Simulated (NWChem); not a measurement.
System: C2H4BBr; SMILES BrBC=C

```xyz
8

B     -1.0356    -0.4902    -0.0010
H     -2.2166    -0.2528    -0.0031
Br     0.1093     1.0453    -0.0006
C     -0.4708    -1.9264     0.0012
C      0.8382    -2.2313    -0.0005
H     -1.1896    -2.7555     0.0036
H      1.1988    -3.2656     0.0005
H      1.6004    -1.4439    -0.0031
```
Atoms are numbered in this order, from 1.

Level: PBE0/def2-SVP (NWChem), optimised geometry, unscaled harmonic frequencies. This build's default masses of Se (78.918 u) and Br (79.917 u) are each other's, which moves their modes by up to 0.6 %.

```csv
frequency (cm⁻¹),IR intensity (km/mol)
123,0.0
183,0.3
452,6.6
471,3.2
675,31.8
830,21.9
932,27.6
999,21.2
1033,31.6
1046,9.1
1174,172.5
1299,1.8
1425,59.6
1685,56.5
2661,125.1
3148,8.4
3168,5.6
3251,2.3
```

```
Quantity                                                                            Value
-----------------------------------------------------------------------  ----------------
zero-point energy                                                           35.1 kcal/mol
thermal correction to the enthalpy at 298.15 K (with zero-point energy)     38.8 kcal/mol
heat capacity Cv                                                         15.9 cal/(mol K)
entropy at 298.15 K and 1 atm (symmetry number 1)                        74.0 cal/(mol K)
dipole moment                                                                      1.73 D
```

Rigid rotor and harmonic oscillator.
